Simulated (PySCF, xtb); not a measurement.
C3H4ClNSi, SMILES Cl[Si@H]1C=CC=N1. Atoms are numbered in the order given.

```xyz
10

Cl     1.9880     0.0736    -0.7119
Si     0.3767    -0.1785     0.5621
C     -0.7917     1.2954     0.5851
C     -1.9573     0.7978     0.1253
C     -1.9034    -0.6646    -0.2379
N     -0.8113    -1.3215    -0.1083
H      0.8879    -0.6225     1.8798
H     -0.6602     2.3358     0.8867
H     -2.8856     1.3666     0.0050
H     -2.8196    -1.1525    -0.6151
```

The structure is a stationary point at B3LYP-D3(BJ)/def2-SVP. The structure was generated by enumeration; whether it is a known compound was not checked.

Calculation: PySCF with C-PCM-ωB97X/def2-SVP.

The values are the electrostatic part of the solvation free energy, E(continuum) − E(gas) at the gas-phase geometry, in a cavity of scaled van der Waals radii (PySCF's table); cavitation and dispersion terms are not included. In vacuum the orbital gap is 9.92 eV. The dipole moment in vacuum is 2.99 D.

Problem. Estimate the values in water (ε = 78.36), benzene (ε = 2.27), 2-propanol (ε = 19.26). (An estimate is asked for; the answer gives what the named calculation found.)

Solution. 
| solvent | ε | ΔG(elec) (kcal/mol) | dipole (D) | gap (eV) |
|---|---|---|---|---|
| water | 78.36 | -4.8 | 3.97 | 10.12 |
| benzene | 2.27 | -2.5 | 3.48 | 10.03 |
| 2-propanol | 19.26 | -4.6 | 3.92 | 10.11 |

For comparison, GFN2-xTB/ALPB(water) (xtb, at the GFN2-xTB geometry, all terms of that model) gives -2.0 kcal/mol.
